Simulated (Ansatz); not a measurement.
Gas-phase electronic energies from Ansatz, PBE0-D4/def2-TZVP geometries. CCSD(T)/CBS adds triple-zeta CCSD(T) − MP2 to the extrapolated MP2 energy (def2 sets, frozen cores). Each species was taken in one conformer, which may not be the lowest.

Consider the isomerisation: `O[SiH]1CCO1` → `O/C=C/[SiH2]O`.

```json
{"species": "`O[SiH]1CCO1`", "CCSD(T)/CBS(def2) energy (Eh)": "-519.21558"}
{"species": "`O/C=C/[SiH2]O`", "CCSD(T)/CBS(def2) energy (Eh)": "-519.16824"}
```

Problem. Work out ΔE.

Solution. ΔE = (-519.16824) − (-519.21558) = 0.04734 Eh = +1.29 eV.

Largest T1 diagnostic among the species: 0.013.

In def2-TZVPP, CCSD(T) changes the Hartree–Fock value by +0.12 eV (the triples alone add −0.02 eV) and MP2 by +0.21 eV. From PBE to PBE0 (25 % exact exchange), in def2-TZVPP and without D4, ΔE moves by +0.11 eV.
